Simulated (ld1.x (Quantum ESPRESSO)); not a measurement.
# An all-electron radial function and its pseudo partner (Cr (Z = 24))

Columns: radius, all-electron u(r) and pseudo u(r) of the 4s shell (level -4.51 eV) of chromium in the configuration [Ar] 3d5 4s0.5 4p0.5; PBE, scalar-relativistic, PAW scheme, ld1.x (Quantum ESPRESSO) 7.5.

```tsv
r (bohr)	all-electron	pseudo
0.158	-0.1334	-0.0616
0.315	-0.0503	-0.1221
0.473	0.1545	-0.1814
0.630	0.2483	-0.2380
0.788	0.2255	-0.2920
0.945	0.1336	-0.3421
1.102	0.0138	-0.3882
1.260	-0.1097	-0.4302
1.418	-0.2230	-0.4674
1.575	-0.3199	-0.4996
1.732	-0.3996	-0.5268
1.890	-0.4631	-0.5493
2.047	-0.5111	-0.5668
2.205	-0.5459	-0.5796
2.362	-0.5691	-0.5879
2.520	-0.5827	-0.5919
2.678	-0.5881	-0.5918
2.835	-0.5867	-0.5878
2.992	-0.5799	-0.5801
3.150	-0.5687	-0.5687
3.308	-0.5539	-0.5539
3.465	-0.5365	-0.5365
3.622	-0.5171	-0.5171
3.780	-0.4961	-0.4961
3.938	-0.4742	-0.4742
4.095	-0.4518	-0.4518
```

Question: How many radial nodes do the two functions have?

Answer: The all-electron 4s function has n − l − 1 = 3 (the table is too coarse to show those close to the nucleus); the pseudo-wave has 0, since the states of the same l below it are removed with the core.

Question: At about which radius was the pseudo-wave matched?

Answer: 3.15 bohr. The columns agree to 0.0005 from 2.99 bohr on; several derivatives are matched, so the curves merge somewhat inside the radius.

Question: Is the pseudo-wave norm-conserving?

Answer: No, it belongs to a PAW set: the norm inside the radius is not constrained, and the difference is carried by the augmentation charge.
